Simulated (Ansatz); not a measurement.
Reaction (ligand exchange at a Ge–S bond): `C[S][GeH3]` + `CNC` → `C[N](C)[GeH3]` + CH₃SH

Computed with Ansatz on PBE0-D4/def2-TZVP structures; ΔE is electronic, products minus reactants. CBS: MP2 limit from def2 TZ/QZ plus the TZ coupled-cluster correction, frozen cores. This one scheme is used for every species. Functionals use def2-TZVPP. For Ge outer-core shells are correlated without core-valence functions, which leaves a few kJ/mol of doubt a bond. Scalar relativity is left out up to krypton.

```json
{"level": "PBE-QIDH", "ΔE (kcal/mol)": "11.6"}
{"level": "CCSD/def2-SVP", "ΔE (kcal/mol)": "8.9"}
```

**Question.** What does CCSD(T)/CBS give? (Estimate.)

**Answer.** Computed: +10.5 kcal/mol. The listed levels differ from it by 1.1, -1.6 kcal/mol.

**Question.** What do rigid-rotor, harmonic-oscillator terms from PBE0-D4/def2-TZVP frequencies (298.15 K, 1 bar) make of the CCSD(T)/CBS value? (Estimate.)

**Answer.** Computed: ΔZPE = -2.2 kcal/mol, ΔH = +8.4 kcal/mol, ΔS = -6 J/(mol·K), ΔG = +8.8 kcal/mol.

Largest T1 diagnostic among the species: 0.011.

The D4 term adds −0.8 kcal/mol with B3LYP and −0.5 kcal/mol with PBE0; it sums over pairs of atoms, weighted by their polarisabilities, and B3LYP, whose exchange is more repulsive, gets the larger term. Leaving LDA and LC-ωPBE aside and taking each functional with its dispersion term where it has one, the values, not all of them listed here, spread over 2.1 kcal/mol, from CAM-B3LYP-D4 to HSE06-D4. LDA lies −1.8 kcal/mol from PBE without D4. At CCSD(T), def2-SVP lies −1.8 kcal/mol from the extrapolated value and def2-TZVPP −0.6 kcal/mol.

B3LYP here is the variant with VWN-RPA as its local correlation; programs differ in this.
